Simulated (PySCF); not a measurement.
CuF, SMILES [F][Cu], multiplicity 1.

Geometry: PBE0-D3(BJ)/def2-TZVPD. The spin state was assumed, not searched.

Calculation: B3LYP/def2-TZVPD (PySCF).

Isolated molecule, no solvent.

```
Property                                                                                                        Value
---------------------------------------------------------------------------------------------  ----------------------
total energy                                                                                      -1740.45995 hartree
point group                                                                                                       C∞v
highest occupied level                                                                                       -7.38 eV
lowest empty level                                                                                           -3.52 eV
orbital gap                                                                                                   3.86 eV
dipole moment                                                                                               1.074 e·Å
quadrupole, principal values (traceless, Buckingham form, about the centre of nuclear charge)   -2.03, 1.01, 1.01 D·Å
mean static polarisability                                                                       22.4 bohr³ (3.32 Å³)
polarisability, principal values                                                               21.3, 21.3, 24.6 bohr³
```
